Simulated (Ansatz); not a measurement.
Cartesian coordinates in Å:
```
Si 1.030 0.462 -0.651
N -0.346 -0.105 0.266
Si -1.099 -1.581 -0.312
Si -1.066 0.609 1.680
S 0.108 2.380 2.090
H 1.247 -0.497 -1.766
H 2.251 0.513 0.193
H 0.779 1.813 -1.213
H -2.234 -1.888 0.593
H -0.121 -2.698 -0.299
H -1.590 -1.399 -1.702
H 1.042 2.392 1.122
```

Total charge 0; spin multiplicity 1.

List the CAM-B3LYP/def2-TZVPP orbital energies in eV (Ansatz 0.2.0). (Estimate.)

The calculation gave: Occupied: -2419.76, -1801.86, -1801.61, -1801.53, -391.52, -217.82, -162.40, -162.28, -162.24, -146.24, -146.15, -146.07, -101.63, -101.55, -101.50, -101.47, -101.46, -101.45, -101.42, -101.38, -101.38, -25.51, -22.12, -17.61, -17.07, -14.85, -13.84, -12.89, -12.71, -11.55, -11.50, -11.08, -10.57, -9.97, -9.07, -8.12. Lowest empty: -0.69, 0.48, 1.18, 1.70, 1.99, 2.01, 2.08, 2.28.
